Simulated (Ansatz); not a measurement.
Al(AsH2)2(H) (AlAs2H5), SMILES [AlH]([AsH2])[AsH2].

Coordinates come from a B3LYP-D3(BJ)/def2-SVP optimisation. The structure was generated by enumeration; whether it is a known compound was not checked.

Two levels are set side by side: PBE/def2-SVPD (Ansatz, a program for electronic structure) and PBE0/def2-SVPD (Ansatz). Energy differences of separate SCF runs at the same geometry; the states with an electron removed or added have multiplicity 2 and 2. Differences are taken from unrounded values.

```json
[
 {"quantity": "vertical ionisation energy (eV)", "PBE0": "8.70", "PBE": "8.50", "PBE minus PBE0": "-0.19"},
 {"quantity": "vertical singlet–triplet gap (eV)", "PBE0": "3.61", "PBE": "3.39", "PBE minus PBE0": "-0.22"}
]
```
